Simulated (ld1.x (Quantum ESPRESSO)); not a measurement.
# Varying the RRKJ potential for Ne

Base potential:

ld1.x (Quantum ESPRESSO) 7.5 input, shortened:

```
&input
   title='Ne', zed=10., rel=1, dft='BLYP', iswitch=3,
   config='[He] 2s2 2p6'
 /
 &inputp
   pseudotype=2, tm=.false., rho0=0.02, lloc=0,
   nlcc=.true., new_core_ps=.true., rcore=0.50
 /
2
2P  2  1   6.00   0.00  0.85  0.85  0.0
2S  1  0   2.00   0.00  0.70  0.70  0.0
 &test
   configts(1)='2s2 2p6'
 /
```

All-electron outer shells of the reference configuration (BLYP, scalar-relativistic, ld1.x):

| shell | level (eV) | outermost node (bohr) | outermost maximum (bohr) |
| --- | --- | --- | --- |
| 1s | -831.76 | – | 0.10 |
| 2s | -36.29 | 0.22 | 0.68 |
| 2p | -13.36 | – | 0.62 |

Cutoffs, loose and tight: the cutoffs (Ry, on a coarse ladder) from which the occupation-weighted sum of valence levels, in a spherical-Bessel basis at the reference potential, stays within 10 and 1 mRy of its value at 400 Ry. They do not see the model core or the augmentation charge, which bear on the density cutoff. Test errors are all-electron minus pseudo excitation energies from the reference, over the configurations 2s2 2p5; 2s2 2p4; 2s2 2p3; 2s2 2p5.5; 2s2 2p2; 2s1 2p6. A dash means not determined; rows that change the core or the reference have their own tests.

Cutoffs are not given where the Bessel-basis levels miss the radial ones by over 6 mRy, ghosts where they miss by over 20 mRy; a channel whose overlap is not positive is not tested.

```tsv
change	outcome	cutoff, loose	cutoff, tight	bound ghosts	largest test error (meV)
base	generated	200 Ry	300 Ry	none	+496
core correction none	generated	200 Ry	300 Ry	none	+504
functional PBE	generated	200 Ry	300 Ry	none	+420
type TM; rho0 0	generated	230 Ry	300 Ry	none	+401
wave 2p (bound): rc 0.85 bohr becomes 2p (bound): rc 1.12 bohr	generated	180 Ry	300 Ry	none	+1666
wave 2p (bound): rc 0.85 bohr becomes 2p (bound): rc 0.72 bohr	generated	230 Ry	300 Ry	none	+242
reference 2s2 2p5.5	generated	200 Ry	300 Ry	none	+463
```

What comes out with this change to the base: all radii but the core radius scaled by about 1.29 (s 0.90, p 1.10 bohr)?

outcome: generated; cutoff, loose: 110 Ry; cutoff, tight: 180 Ry; bound ghosts: none; largest test error (meV): +1748.

What comes out with this change to the base: wave 2s (bound): rc 0.70 bohr becomes 2s (bound): rc 0.44 bohr?

outcome: generated; bound ghosts: none; largest test error (meV): +549.

What comes out with this change to the base: local potential all-electron potential smoothed inside 0.70 bohr (lloc = -2)?

outcome: generated; cutoff, loose: 200 Ry; cutoff, tight: 260 Ry; bound ghosts: none; largest test error (meV): +364.
